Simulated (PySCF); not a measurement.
# Spinor energies of Os⁶³⁺ (osmium, charge +63)

Start: [Ne] 3s2 3p1; 3p3/2 filled at m_j = +3/2. Calculated with PySCF 2.14 in an even-tempered Gaussian basis (17 s from 21 bohr⁻², ratio 2.4; 14 p from 27 bohr⁻², ratio 2.4; 4 d from 88 bohr⁻², ratio 2.6; 4 f from 130 bohr⁻², ratio 2.6): generalised Hartree-Fock with the X2C-1e Hamiltonian and a Gaussian nucleus; one run each with spin-orbit coupling (SO) screened by Boettger's factors, then bare. This is a chosen level, not necessarily the ground level.

```tsv
spinor shell	electrons	ε, screened SO (eV)	ε, bare SO (eV)	weight of nominal j (bare SO)	rms radius, bare SO (bohr)
1s1/2	2	-79623.7	-79622.7	1.000	0.0200
2s1/2	2	-18152.4	-18152.2	1.000	0.0796
2p1/2	2	-17627.7	-17664.5	1.000	0.0674
2p3/2	4	-16052.7	-16041.3	1.000	0.0748
3s1/2	2	-7352.4	-7352.3	1.000	0.191
3p3/2	1	-6774.3	-6771.2	1.000	0.191
```

| quantity | screened SO | bare SO |
| --- | --- | --- |
| E (hartree) | -12548.23629 | -12549.19284 |
| M_J | 3/2 | 3/2 |
| ⟨J²⟩ | 3.750 | 3.750 |
| ⟨L²⟩ | 2.035 | 2.037 |
| ⟨S²⟩ | 0.785 | 0.787 |

Each row is a mean over spinors that exchange with the open shell spreads, by up to 29.560 eV (3s1/2).

Breit and QED terms are absent; they matter most for the inner s and p1/2 levels.

Densities and radii are taken from the X2C orbitals without a picture-change correction, which distorts them close to the nucleus.
